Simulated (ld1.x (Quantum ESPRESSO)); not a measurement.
gold (Au): TM pseudisation with PBE, fully relativistic reference atom.

Au, norm-conserving Troullier–Martins (Kleinman–Bylander form), made with ld1.x (Quantum ESPRESSO) 7.5 (PBE, fully relativistic). Core [Kr] 4d10 4f14 5s2, reference 5p6 5d10 6s1 6p0. Waves: 5p (bound): rc 1.45 bohr; 5d (bound): rc 1.80 bohr; 6s (bound): rc 1.95 bohr. Local part: the s channel. Core correction: a·sin(br)/r model core inside 0.90 bohr.

Open shells are filled in proportion to 2j + 1 (rel_dist='average').

All-electron outer shells of the reference configuration (PBE, scalar-relativistic, ld1.x):

```csv
shell,level (eV),outermost node (bohr),outermost maximum (bohr)
5s,-108.37,0.48,0.84
4f,-81.12,–,0.37
5p,-59.78,0.52,0.96
5d,-6.88,0.56,1.21
6s,-5.76,1.11,2.32
6p,-0.77,1.32,3.64
```

Calculated quality:

* Cutoffs needed: 70 Ry and 110 Ry (the cutoffs (Ry, on a coarse ladder) from which the occupation-weighted sum of valence levels, in a spherical-Bessel basis at the reference potential, stays within 10 and 1 mRy of its value at 400 Ry)
* Ghost test: no extra level below or beside the all-electron valence levels (p1/2, p3/2, d3/2, d5/2, s, f tested) (spherical-Bessel basis up to 400 Ry, 20 bohr box)
* Largest excitation error: -645 meV (all-electron minus pseudo) for 5p6 5d9 6s1 6p1, out of 7 test configurations

Generation and tests took about 2.9 s on one core of a shared server CPU.
